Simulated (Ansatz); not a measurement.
**A ladder of methods for InHCl (SMILES [Cl][InH])**

InHCl has 3 atoms, charge 0, and is taken as a doublet. SMILES: `[Cl][InH]`. Geometry: relaxed at PBE0-D4/def2-TZVP.

```xyz
3

Cl   -1.6498    0.3968   -0.8674
In    0.4095    0.5424    0.2861
H     1.2294   -1.0039    0.5681
```

Each level gives the electronic atomisation energy (eV). The values are calculated. Electronic energies at fixed atoms, without zero-point motion or spin-orbit coupling.

```
           level                    kind  program  value (eV)  less FCI/STO-3G
      UHF/STO-3G            Hartree–Fock   Ansatz        7.87            -0.17
     UPBE/STO-3G                     GGA   Ansatz        9.67            +1.63
 U-r2SCAN/STO-3G                meta-GGA   Ansatz        9.78            +1.74
U-r2SCAN0/STO-3G         hybrid meta-GGA   Ansatz        9.48            +1.44
   UB3LYP/STO-3G           global hybrid   Ansatz        9.40            +1.36
U-wB97M-V/STO-3G  range-separated hybrid   Ansatz        9.57            +1.53
   UHSE06/STO-3G  range-separated hybrid   Ansatz        9.36            +1.32
 UBCCD(T)/STO-3G   coupled cluster or CI   Ansatz        8.03            -0.01
      FCI/STO-3G      exact in the basis   Ansatz        8.04             0.00
```

FCI/STO-3G is exact within its basis and frozen core, so for wave-function methods in that basis the difference is their error; functionals converge differently with the basis, so for them it is only a difference. All-electron rows without a relativistic Hamiltonian named are non-relativistic. The values span 7.87 to 9.78 eV. All rows use very small basis sets, so even the best lies far from the true value. In the correlated wave-function rows the outer d shell of In is correlated, in sets not made for it.
